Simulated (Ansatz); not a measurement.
A structure relaxed at PBE0-D4/def2-SVP in Ansatz, charge 0, singlet:

```xyz
8

B     0.009   -0.416    0.700
Cl   -0.868   -1.943    0.846
Cl    0.906    0.197    2.094
H     0.812   -0.435   -0.408
B    -0.010    0.490   -0.825
H     0.602    1.522   -0.869
H    -0.636    0.028   -1.740
H    -0.815    0.557    0.202
```

Q: Give its formula, name or SMILES and point group.

A: diborane 1,1-di Cl (B₂H₄Cl₂). Point group C2v (tolerance 0.1 Å).

Q: Summarise the bond lengths by kind (pairs closer than 1.2 times the sum of covalent radii, bridged metal pairs left out).

A: 2 × B–Cl 1.77 Å; 1 × B–B 1.77 Å; 6 × B–H 1.20 to 1.37 Å.
